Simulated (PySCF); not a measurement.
A GIAO shielding run with PySCF (density fitting, non-relativistic, gas phase) on SMILES C=C(C)[C@H]1CN[SiH2]C1, C$_{6}$H$_{13}$NSi:

```
$ OMP_NUM_THREADS=1 python probes_run.py task.json out

{"job": {"kind": "nmr", "xc": "PBE0", "basis": "pcSseg-1"}, "charge": 0, "multiplicity": 1}
C     -1.125733    -0.405765     1.503106
C     -1.234217    -0.080884     0.225562
C     -2.492082    -0.338748    -0.551809
C     -0.119546     0.543703    -0.579926
C      0.794476     1.458445     0.244998
N      1.805236     0.634180     0.874347
Si     2.144503    -0.842490     0.076052
C      0.760628    -0.559800    -1.192154
H     -1.940369    -0.870602     2.034316
H     -0.228301    -0.226651     2.066317
H     -2.270862    -0.895861    -1.461637
H     -2.951614     0.605156    -0.847109
H     -3.210088    -0.902686     0.037920
H     -0.579668     1.139072    -1.377009
H      0.216144     1.993854     1.006105
H      1.254504     2.207992    -0.416413
H      2.421019     1.128031     1.496984
H      1.939156    -1.978715     0.977320
H      3.461882    -0.930323    -0.569246
H      1.177040    -0.214796    -2.139087
H      0.168970    -1.446169    -1.409107
```

Hardware: 1 thread of an Intel Xeon 6975P-C, shared host. The job also computes population analyses, field gradients, ring-centre shieldings.

**Question.** How large is the calculation?

**Answer.** 70 electrons, 208 basis functions and 1093 auxiliary functions.

**Question.** How long does it take, and how much memory does it need?

**Answer.** 30 s of wall time, with 12 SCF cycles and 4 response iterations; peak memory 0.95 GiB. Times on a shared host scatter by some tens of per cent.
